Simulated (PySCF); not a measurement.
A species of formula C3H6BF2N has this rotational fingerprint, computed with PBE0-D3(BJ)/def2-SVP geometry optimisation, gas phase (PySCF):

- Rotational constants: A = 7498, B = 1042, C = 949.1 MHz
- Dipole components: |μa| = 0.96 D, |μb| = 0.17 D, |μc| = 0.16 D
- Inertial defect: -20.08 u·Å²
- κ: -0.97

Question: Which structure is it? (One computed conformer of each.)
A. `[BH3-:1][N+:2]#[C:3][CH2:4][CH:5]([F:6])[F:7]` with C3–C4–C5–F6 180°
B. `[H]/[N:1]=[CH:2]\[CH2:3][CH2:4][B:5]([F:6])[F:7]` with N1–C2–C3–C4 127°, C2–C3–C4–B5 178°, C3–C4–B5–F6 -4°

Answer: B. It is [H]/N=C\CCB(F)F, a near-prolate asymmetric top, point group C1. The candidates at the same level (rigid rotor, commonest isotopes):

```csv
SMILES,A (MHz),B (MHz),C (MHz),μa (D),μb (D),μc (D),Δ (u·Å²),point group,rotor
[H]/N=C\CCB(F)F,7498,1042,949.1,0.96,0.17,0.16,-20.08,C1,near-prolate asymmetric top
[BH3-][N+]#CCC(F)F,7722,1113,1015,5.27,2.73,0.01,-21.67,C1,near-prolate asymmetric top
```

`[BH3-][N+]#CCC(F)F` has C 7 % too high. No structure here is proved a minimum.
